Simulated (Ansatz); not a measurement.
S (SMILES [S]), triplet. Base run: BLYP/cc-pVTZ in Ansatz (an electronic-structure program).

Here is a job for Ansatz.
Ansatz 0.2 input:
```yaml
crystal:
  periodic: [false, false, false]
  atoms:
    - {symbol: S, position_ang: [0.00000000, 0.00000000, 0.00000000]}
basis:
  gaussian:
    orbitals: cc-pVTZ
hamiltonian:
  xc: blyp
magnetization: {spin_polarized: true, initial_magnetization: 2}
```

Variants of this job, named by their change:

```
change               basis functions      E (Eh)
-------------------  ---------------  ----------
base                              34  -398.12180
basis = STO-3G                     9  -393.62799
basis = pcseg-0                   13  -397.65236
basis = 6-31G                     13  (withheld)
basis = pcseg-1                   18  -398.09579
basis = cc-pVDZ                   18  -398.10678
basis = 6-31G**           (withheld)  (withheld)
basis = 6-31+G*                   23  (withheld)
basis = cc-pV(D+d)Z               23  -398.10686
basis = def2-SVPD                 27  -397.98502
basis = 6-311G**                  27  -398.11777
basis = cc-pV(T+d)Z               39  -398.12184
basis = def2-QZVP         (withheld)  (withheld)
```

Complete the blanks.


- basis = 6-31G, E (Eh): -398.08212
- basis = 6-31G**, basis functions: 19
- basis = 6-31G**, E (Eh): -398.08701
- basis = 6-31+G*, E (Eh): -398.08935
- basis = def2-QZVP, basis functions: 70
- basis = def2-QZVP, E (Eh): -398.13099

Totals compare only among sets that treat the same electrons; sets with core potentials leave the core out.
